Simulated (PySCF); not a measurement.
C₄H₉F, SMILES C(C)(C)(C)F.

The structure is a stationary point at PBE-D3(BJ)/def2-SVP.

Computed with SMD-B3LYP/def2-SVP run with PySCF.

Solvation free energies are E(SMD) − E(gas) at the gas-phase geometry, for 1 M in both phases. In vacuum the dipole moment is 1.81 D.

| solvent | ΔG(solv) (kcal/mol) | its non-electrostatic (CDS) part | dipole (D) |
|---|---|---|---|
| water | ___ | ___ | ___ |
| 1-octanol | -3.2 | -0.3 | 2.28 |
| acetonitrile | -3.7 | -0.4 | 2.36 |

### Question
Fill in the missing entries. (An estimate is asked for; the answer gives what the named calculation found.)

### Answer

- water, ΔG(solv) (kcal/mol): 0.2
- water, its non-electrostatic (CDS) part: 3.6
- water, dipole (D): 2.38
